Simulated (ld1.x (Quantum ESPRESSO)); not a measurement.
**Scattering properties, ultrasoft potential for osmium**

| Quantity | Value |
| --- | --- |
| Element | Os |
| Generator | ld1.x (Quantum ESPRESSO) 7.5 |
| Type | ultrasoft |
| Functional | BP86 |
| Relativity | scalar-relativistic |
| Frozen core | [Xe] 4f14 |
| Valence charge | 8 |
| Reference configuration | 5d6 6s2 6p0 |
| Partial waves | 6s (bound): rcut 1.60, rcutus 2.20 bohr; 6s channel at 1.15 Ry: rcut 1.60, rcutus 2.20 bohr; 6p (bound, empty): rcut 3.25, rcutus 3.70 bohr; 6p channel at 1 Ry: rcut 3.25, rcutus 3.70 bohr; 5d (bound): rcut 2.30, rcutus 2.75 bohr; 5d channel at -0.15 Ry: rcut 2.30, rcutus 2.75 bohr |
| Local potential | all-electron potential smoothed inside 2.45 bohr (lloc = -1) |
| Core correction | a·sin(br)/r model core inside 1.50 bohr |
| Augmentation charge | PSQ, inside the norm-conserving radii |

The phase is arctan(r·u′/u) with u = r·R(r), unwrapped; energies in Ry, scanned from -2 to 5 Ry. A pole is an energy at which the radial function vanishes at the test radius. The pseudo phase is shifted by a multiple of π to meet the all-electron one at the reference energy, and phase errors are pseudo minus all-electron; the curves can meet again beyond the range given. Levels narrower than the energy grid can be missing from the lists of poles.

Question: For each channel, where are the poles, and over which energies does the pseudopotential scatter like the atom?

Answer:

```tsv
channel	radius (bohr)	reference energy (Ry)	poles, all-electron	poles, pseudo	unbroken range about the reference energy with phases within 0.05 rad	phase error 1 Ry above the reference energy (rad)
s	4.01	-0.46	-0.15, 3.07	-0.15, 3.07	the whole range	+0.000
p	4.01	-0.10	0.62, 4.10	0.62, 2.92, 4.91	below 1.9	-0.000
d	4.01	-0.47	-0.42, 1.99	-0.42, 1.99	below 3.5	-0.000
```

Phases in the p channel:

```tsv
E (Ry)	all-electron	pseudo
-2.00	1.380	1.380
-1.76	1.365	1.365
-1.52	1.345	1.345
-1.28	1.319	1.318
-1.04	1.280	1.280
-0.80	1.218	1.217
-0.56	1.096	1.096
-0.32	0.759	0.758
-0.08	-0.471	-0.471
0.16	-1.260	-1.261
0.40	-1.477	-1.477
0.64	-1.579	-1.579
0.88	-1.648	-1.648
1.12	-1.711	-1.711
1.36	-1.786	-1.786
1.60	-1.899	-1.905
1.84	-2.137	-2.178
2.08	-2.879	-3.187
2.32	-3.975	-4.219
2.56	-4.352	-4.507
2.80	-4.496	-4.648
3.04	-4.572	-4.791
3.28	-4.620	-5.394
3.52	-4.654	-7.476
3.76	-4.681	-7.680
4.00	-4.703	-7.749
4.24	-4.724	-7.789
4.48	-4.743	-7.816
4.72	-4.763	-7.839
4.96	-4.785	-7.858
```
